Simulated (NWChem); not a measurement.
System: CBF2NO; SMILES O=C=NB(F)F

NWChem input:

```
start job
memory heap 200 mb stack 900 mb global 1100 mb
geometry units angstroms noautosym nocenter noautoz
  B      0.039523    -0.957817     0.000000
  F      0.961310    -1.903122     0.000000
  F     -1.236205    -1.316531     0.000000
  N      0.429034     0.407233     0.000000
  C      0.067461     1.562222     0.000000
  O     -0.184003     2.706345     0.000000
end
basis spherical
  * library 6-31g*
end
dft
  xc hfexch
  iterations 150
  mulliken
end
task dft energy
esp
  recalculate
  probe 0.07
  range 0.3
  factor 1.0
  spacing 0.02
end
task esp
```

Excerpt of the output:

```
             Northwest Computational Chemistry Package (NWChem) 7.3.0
             --------------------------------------------------------

                             Geometry "geometry" -> ""
                             -------------------------

 Output coordinates in angstroms (scale by  1.889725989 to convert to a.u.)

  No.       Tag          Charge          X              Y              Z
 ---- ---------------- ---------- -------------- -------------- --------------
    1 B                    5.0000     0.03952300    -0.95781700     0.00000000
    2 F                    9.0000     0.96131000    -1.90312200     0.00000000
    3 F                    9.0000    -1.23620500    -1.31653100     0.00000000
    4 N                    7.0000     0.42903400     0.40723300     0.00000000
    5 C                    6.0000     0.06746100     1.56222200     0.00000000
    6 O                    8.0000    -0.18400300     2.70634500     0.00000000

 Effective nuclear repulsion energy (a.u.)     194.6477561183

  xc_inp: hfexch multiplicative factor not found.

                                 NWChem DFT Module
                                 -----------------

 Summary of "ao basis" -> "ao basis" (spherical)
 ------------------------------------------------------------------------------
       Tag                 Description            Shells   Functions and Types
 ---------------- ------------------------------  ------  ---------------------
 B                           6-31g*                  6       14   3s2p1d
 F                           6-31g*                  6       14   3s2p1d
 N                           6-31g*                  6       14   3s2p1d
 C                           6-31g*                  6       14   3s2p1d
 O                           6-31g*                  6       14   3s2p1d

            General Information
            -------------------
          SCF calculation type: DFT
          Wavefunction type:  closed shell.
          No. of atoms     :     6
          No. of electrons :    44
           Alpha electrons :    22
            Beta electrons :    22
          Charge           :     0
          Spin multiplicity:     1
          Use of symmetry is: off; symmetry adaption is: off
          Maximum number of iterations: 150
          AO basis - number of functions:    84
                     number of shells:    36
          Convergence on energy requested:  1.00D-06
          Convergence on density requested:  1.00D-05
          Convergence on gradient requested:  5.00D-04

              XC Information
              --------------
                     Hartree-Fock (Exact) Exchange  1.000

      Superposition of Atomic Density Guess
      -------------------------------------

 Sum of atomic energies:        -389.97909716

      Non-variational initial energy
      ------------------------------

 Total energy =    -392.166704
 1-e energy   =    -924.909087
 2-e energy   =     338.094627
 HOMO         =      -0.394202
 LUMO         =       0.067098

     ---------------------------------------------
      Total Density - Mulliken Population Analysis
     ---------------------------------------------

    Atom       Charge   Shell Charges
 -----------   ------   -------------------------------------------------------
    1 B    5     3.81   2.00  0.46  0.88  0.17  0.14  0.15
    2 F    9     9.47   2.00  0.95  3.45  0.97  2.09  0.01
    3 F    9     9.47   2.00  0.95  3.45  0.98  2.09  0.01
    4 N    7     7.70   2.00  0.81  2.59  0.79  1.49  0.02
    5 C    6     4.85   2.00  0.68  1.42  0.28  0.37  0.10
    6 O    8     8.70   2.00  0.95  3.01  0.93  1.80  0.02

[...]

                     NWChem Electrostatic Potential Fit Module
                     -----------------------------------------

 Atom parameters

 Number of atoms is                                    6
 Number of basis functions is                         84

 Grid parameters

 Maximum number of grid points is                  29996
 Number of grid points is                          29995
 Grid range                                     0.300000 nm
 Grid spacing                                   0.020000 nm
 Probe radius                                   0.070000 nm
 Atom radius factor                             1.000000

 Atomic radii

    5    0.158000
    6    0.147000
    7    0.140000
    8    0.136000
    9    0.128000
 FASTESP  F
  using M.O. file = ./job.movecs

    Atom              Coordinates                           Charge

                                                  ESP

    1 B     0.003952   -0.095782    0.000000    1.075435
    2 F     0.096131   -0.190312    0.000000   -0.356343
    3 F    -0.123621   -0.131653    0.000000   -0.377509
    4 N     0.042903    0.040723    0.000000   -0.754493
    5 C     0.006746    0.156222    0.000000    0.859271
    6 O    -0.018400    0.270635    0.000000   -0.446360
                                            ------------
                                                0.000000

 Dipole moment                                  0.061541

 Quadrupole moment Qxx                          0.503065
                   Qyy                        -12.283942
                   Qzz                         11.780877

 RMS deviation kJ/mol                           0.046346

 RRMS %                                        17.409013
```

Level: Hartree-Fock/6-31G* (spherical d). Geometry: optimised at B3LYP/6-31G* (spherical d).
